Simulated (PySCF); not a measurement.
Compound: C4H8F2O2Si.
Numbering: `[F:1][CH:2]([F:3])[CH:4]1[CH2:5][O:6][SiH2:7][O:8][CH2:9]1` (hydrogens: H10 on C2; H11 on C4; H12, H13 on C5; H14, H15 on Si7; H16, H17 on C9)

Method: PBE0-D3(BJ)/def2-SVP geometry optimisation, gas phase (PySCF 2.14.0); density fitting, grid level 1; the optimiser is geomeTRIC in internal coordinates, started from a GFN2-xTB structure with every atom displaced at random (about 0.01 Å).

The end geometry, which sets the zero of energy:
```
atom  x, y, z in Å
F1     -2.1344    1.0103   -1.0588
C2     -2.0901    0.1647    0.0023
F3     -2.6673    0.7974    1.0481
C4     -0.6597   -0.1979    0.3261
C5      0.1488    1.0378    0.7371
O6      1.4697    0.7018    1.0941
Si7     2.3627   -0.2440    0.0566
O8      1.2895   -1.3692   -0.5462
C9     -0.0154   -0.9406   -0.8481
H10    -2.7062   -0.7185   -0.2458
H11    -0.6905   -0.8875    1.1874
H12     0.1393    1.7703   -0.0932
H13    -0.3290    1.5200    1.6023
H14     2.9099    0.5849   -1.0594
H15     3.4314   -0.9375    0.8102
H16    -0.0204   -0.2817   -1.7386
H17    -0.6141   -1.8312   -1.1039
```

**Question.** These geometries come from the run, each turned onto the end geometry. Order them by energy, lowest first.
A.
```
atom  x, y, z in Å
F1     -2.1435    1.0012   -1.0640
C2     -2.0893    0.1640   -0.0018
F3     -2.6668    0.7968    1.0454
C4     -0.6555   -0.1902    0.3217
C5      0.1509    1.0416    0.7378
O6      1.4711    0.6963    1.0991
Si7     2.3596   -0.2474    0.0558
O8      1.2903   -1.3737   -0.5451
C9     -0.0146   -0.9377   -0.8491
H10    -2.6980   -0.7279   -0.2381
H11    -0.6844   -0.8792    1.1839
H12     0.1494    1.7818   -0.0851
H13    -0.3284    1.5183    1.6053
H14     2.8907    0.5873   -1.0636
H15     3.4227   -0.9431    0.8148
H16    -0.0119   -0.2840   -1.7434
H17    -0.6181   -1.8251   -1.1034
```
B.
```
atom  x, y, z in Å
F1     -2.2175    1.0022   -1.0163
C2     -2.1065    0.1458    0.0411
F3     -2.6518    0.7562    1.1164
C4     -0.6576   -0.1954    0.3141
C5      0.1290    1.0646    0.6963
O6      1.4832    0.7996    0.9634
Si7     2.4020   -0.2498    0.0590
O8      1.3025   -1.2887   -0.6528
C9     -0.0274   -0.9132   -0.8885
H10    -2.7094   -0.7517   -0.1926
H11    -0.6436   -0.8909    1.1772
H12     0.0223    1.8009   -0.1269
H13    -0.3223    1.5111    1.5927
H14     3.2117    0.4800   -0.9646
H15     3.3187   -1.0088    0.9398
H16    -0.1052   -0.2550   -1.7731
H17    -0.6040   -1.8281   -1.1150
```
C.
```
atom  x, y, z in Å
F1     -2.1964    0.9867   -1.0165
C2     -2.0999    0.1365    0.0395
F3     -2.6602    0.7533    1.1029
C4     -0.6509   -0.1907    0.3148
C5      0.1324    1.0695    0.7002
O6      1.4824    0.7973    0.9738
Si7     2.3907   -0.2488    0.0585
O8      1.2993   -1.2917   -0.6472
C9     -0.0284   -0.9107   -0.8850
H10    -2.7025   -0.7586   -0.1981
H11    -0.6411   -0.8838    1.1742
H12     0.0417    1.8119   -0.1155
H13    -0.3149    1.5182    1.5995
H14     3.1698    0.4869   -0.9805
H15     3.3072   -1.0184    0.9351
H16    -0.1001   -0.2547   -1.7739
H17    -0.6050   -1.8239   -1.1117
```
D.
```
atom  x, y, z in Å
F1     -2.2464    0.9691   -0.9206
C2     -2.1000    0.1027    0.0794
F3     -2.6699    0.6733    1.1681
C4     -0.5863   -0.1934    0.3086
C5      0.1477    1.0852    0.6279
O6      1.4928    0.8421    0.9085
Si7     2.3753   -0.2623    0.0730
O8      1.3308   -1.2382   -0.7122
C9     -0.0172   -0.8706   -0.9021
H10    -2.6897   -0.7908   -0.1559
H11    -0.5437   -0.8754    1.1705
H12     0.0721    1.7919   -0.1953
H13    -0.3041    1.5755    1.5180
H14     3.1688    0.4391   -0.9108
H15     3.0418   -1.0991    1.0454
H16    -0.0840   -0.1867   -1.7763
H17    -0.5641   -1.7833   -1.1561
```
E.
```
atom  x, y, z in Å
F1     -2.1866    0.9845   -1.0329
C2     -2.0959    0.1429    0.0249
F3     -2.6651    0.7605    1.0841
C4     -0.6481   -0.1843    0.3147
C5      0.1394    1.0656    0.7110
O6      1.4824    0.7682    1.0127
Si7     2.3805   -0.2517    0.0581
O8      1.2981   -1.3167   -0.6191
C9     -0.0247   -0.9153   -0.8742
H10    -2.6930   -0.7577   -0.2064
H11    -0.6467   -0.8753    1.1753
H12     0.0785    1.8129   -0.1016
H13    -0.3196    1.5178    1.6031
H14     3.0788    0.5194   -1.0119
H15     3.3309   -1.0090    0.9075
H16    -0.0716   -0.2637   -1.7686
H17    -0.6131   -1.8189   -1.1064
```

**Answer.** A (0.002 eV), E (0.008 eV), C (0.014 eV), B (0.026 eV), D (0.239 eV).

In the order of the answer:

```
step  E above end (eV)  largest force (eV/Å)  rms force component (eV/Å)  rms distance from end (Å)  rms bond change (Å)  bond most changed (Å)
   6             0.002                  0.16                       0.044                      0.010                0.002           F1–C2 -0.004
   4             0.008                  0.14                       0.038                      0.079                0.002          Si7–O8 -0.005
   2             0.014                  0.13                       0.038                      0.111                0.002           C5–O6 -0.005
   1             0.026                  0.35                       0.098                      0.120                0.003           F1–C2 +0.008
   0             0.239                  2.08                       0.522                      0.192                0.025           C2–C4 +0.049
```

What follows is the cost of the whole optimisation. Time: 1.8 min wall; peak memory 0.72 GiB. Hardware: one thread of an Arm Neoverse V2, shared host with 96 logical CPUs at a one-minute load of 138.
